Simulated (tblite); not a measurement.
C₄H₁₄N₂OSi.
Z-matrix (Å and degrees, GFN2-xTB geometry), rows numbered from 1:
```
C 
C   1  1.5232
C   2  1.5294  1  111.72
N   3  1.4442  2  111.19  1   178.14
Si  4  1.7254  3  124.54  2  -151.36
C   5  1.9050  4  106.37  3    52.42
N   5  1.7314  4  114.37  3   -74.87
O   5  1.6360  4  108.12  3   173.69
H   1  1.0878  2  110.51  3   -59.02
H   1  1.0879  2  110.49  3    60.77
H   1  1.0873  2  110.66  3  -179.15
H   2  1.0928  1  109.71  3  -120.97
H   2  1.0915  1  109.94  3   120.80
H   3  1.0909  2  109.49  1    59.21
H   3  1.1003  2  109.14  1   -58.38
H   4  1.0103  3  110.90  2    62.00
H   6  1.0853  5  111.91  4    40.06
H   6  1.0855  5  111.43  4   -80.19
H   6  1.0861  5  110.96  4   160.35
H   7  1.0063  5  118.94  4    80.49
H   7  1.0066  5  117.20  4  -142.85
H   8  0.9521  5  118.04  4   -49.87
```

All values are computed: GFN2-xTB (tblite) harmonic vibrations without scaling, gas phase. Against measured fundamentals such values can be off by several per cent, at times by over 20. One conformer, not necessarily the lowest.

Harmonic wavenumbers (cm⁻¹): 40.6, 52.0, 78.2, 109.7, 120.5, 145.9, 195.2, 206.9, 223.3, 227.4, 235.3, 251.1, 278.4, 342.0, 406.5, 512.4, 557.6, 681.1, 781.6, 786.7, 804.6, 806.1, 832.2, 844.3, 904.8, 910.7, 932.1, 943.7, 1092.1, 1098.4, 1118.7, 1163.9, 1228.5, 1272.7, 1296.0, 1355.1, 1384.2, 1385.3, 1413.7, 1488.1, 1496.8, 1501.4, 1503.3, 1506.8, 1507.5, 1513.4, 2848.3, 2964.6, 2986.8, 2988.2, 3030.6, 3033.6, 3039.1, 3041.4, 3045.9, 3050.7, 3428.1, 3485.1, 3522.6, 3701.8.

A = 3108, B = 737.1, C = 727.3 MHz; mass 134.088 u (most abundant isotopes); point group C1, symmetry number 1.

Zero-point energy?

Half the sum of the wavenumbers: 40852 cm⁻¹ = 116.80 kcal/mol.

Entropy at 298.15 K, 1 bar (ideal gas, RRHO, classical rotation)?

Translation 40.62, rotation 29.65, vibration 42.01: S = 112.3 cal/(mol K).

And Cp and H(298.15 K) − H(0)?

Cp = 46.68 cal/(mol K), of which vibrations give 38.73 (their classical limit is 60 R = 119.2); H(298.15 K) − H(0) = 8.75 kcal/mol without the zero-point energy, 6.38 from vibrations.

How do the functions run with temperature in this model?

```
 T (K)  S (cal/(mol K))  Cp (cal/(mol K))  H − H(0) (kcal/mol)  G − H(0) (kcal/mol)  ln q(vib)
    50             60.9              15.9                 0.56                -2.49       0.84
   100             74.8              24.8                 1.59                -5.90       2.69
373.15            123.6              54.4                12.55               -33.57      13.02
   500            141.2              65.9                20.20               -50.38      17.28
   750            171.2              82.2                38.85               -89.54      25.03
  1000            196.5              93.3                60.88              -135.58      32.03
```

q(vib) and H(0) count from the zero-point level.

Which modes carry the vibrational entropy at 298.15 K?

40.6 cm⁻¹: 5.23; 52.0 cm⁻¹: 4.74; 78.2 cm⁻¹: 3.94; 109.7 cm⁻¹: 3.27; 120.5 cm⁻¹: 3.09; 145.9 cm⁻¹: 2.73 cal/(mol K); the other 54 give 19.01 together.

Hindered rotation and anharmonicity are outside this model. Other conformers, if any are populated, would add a mixing term that is left out. The structure is chiral; the term R ln 2 for an equal mix with its mirror image is left out.
